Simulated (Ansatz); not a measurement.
Reactions of H6SeSi2 (`[SiH3][SiH2][SeH]`).

Gas-phase electronic energies from Ansatz, PBE0-D4/def2-TZVP geometries. CCSD(T)/CBS is the MP2 limit (def2-TZVPP, def2-QZVPP) plus CCSD(T) − MP2 in def2-TZVPP, frozen cores. This one scheme is used for every species. DFT in def2-TZVPP. B3LYP here is the variant with VWN-RPA as its local correlation; programs differ in this. No spin–orbit coupling; open shells (•) take unrestricted orbitals. For Se, Zn outer-core shells are correlated without core-valence functions, which leaves a few kJ/mol of doubt a bond. Scalar relativity is left out up to krypton. One conformer a species, not always the lowest.

```
                                                                                    reaction  B3LYP-D4 (kJ/mol)  ωB97X-V (kJ/mol)  CCSD(T)/CBS(def2) (kJ/mol)
                                              `[SiH3][SiH2][SeH]` → `[SiH3][SeH]` + `[SiH2]`                238               251                         241
                                            `[SiH3][SiH2][SeH]` → `[SeH]`• + `[SiH2][SiH3]`•                318               334                         341
                            `[SiH3][SiH2][SeH]` + `BOC(C)F` → `B[Se][SiH2][SiH3]` + `CC(O)F`                 52                52                          45
                `[SiH3][SiH2][SeH]` + `[NH2][Zn][OH]` → `[NH2][Zn][O][SiH3]` + `[SiH3][SeH]`               -101              -103                        -104
                     `[SiH3][SiH2][SeH]` + `C=C(Cl)OCC` → `C=C(Cl)O[SiH3]` + `CC[SiH2][SeH]`               -144              -142                        -150
`[SiH3][SiH2][SeH]` + `[CH3][Al]([OH])[SiH3]` → `[CH3][Al]([SiH3])[O][SiH3]` + `[SiH3][SeH]`               -104              -102                        -103
                     `[SiH3][SiH2][SeH]` + `N=CC[SiH3]` → `N=CC[SiH2][SiH3]` + `[SiH3][SeH]`                  3                 3                           3
                   `[SiH3][SiH2][SeH]` + `CO[SiH](N)N` → `N[SiH]([SiH3])[SeH]` + `CO[SiH2]N`                 24                25                          26
                                            `[SiH3][SiH2][SeH]` → `[SiH3]`• + `[SiH2][SeH]`•                306               331                         328
                                             `[SiH3][SiH2][SeH]` + H₂ → `[SiH3][SeH]` + SiH₄                -16               -18                         -15
```

Largest T1 diagnostic: 0.017, for `[NH2][Zn][OH]`.
